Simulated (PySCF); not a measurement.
**Ionisation energy of B²⁺ by level of theory**

B²⁺ [He] 2s1 (2S) → B³⁺ 1s2 (1S), as a difference of total energies. All numbers are calculated (PySCF 2.14, the non-relativistic Hamiltonian (point nucleus), in aug-cc-pVTZ with one added diffuse shell each of s, p, d, f type (6s5p4d3f, 62 functions)). The calculations carry no spin-orbit coupling.

Question: Order these methods by the ionisation energy they give, lowest first.
A. UHF
B. wB97X
C. r2SCAN
D. LDA

Answer: B (37.394 eV), A (37.815 eV), C (37.849 eV), D (37.892 eV).

For comparison: 37.931 eV (measured; NIST Atomic Spectra Database, ionization energies).
